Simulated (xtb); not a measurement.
Br2In, doublet, from a rough starting geometry (GFN-xTB shapes and energies of metal compounds can be far from the true ones) (the spin is typed, not shown lowest).

The xtb input:
```
$ xtb mol.xyz --gfn 2 --uhf 1 --opt vtight --json

# file mol.xyz
3

In     0.79628295     0.42150829     0.25968298
Br    -0.74513716     1.42651617    -1.52896797
Br    -0.01068759    -1.90409401     1.32675563
```

Task: Give the dipole moment at the level GFN2-xTB run with xtb 6.7.1.

Result: 4.56 D

Task: What total energy at the end of the optimisation does GFN2-xTB give?

Result: -9.501045 Ha
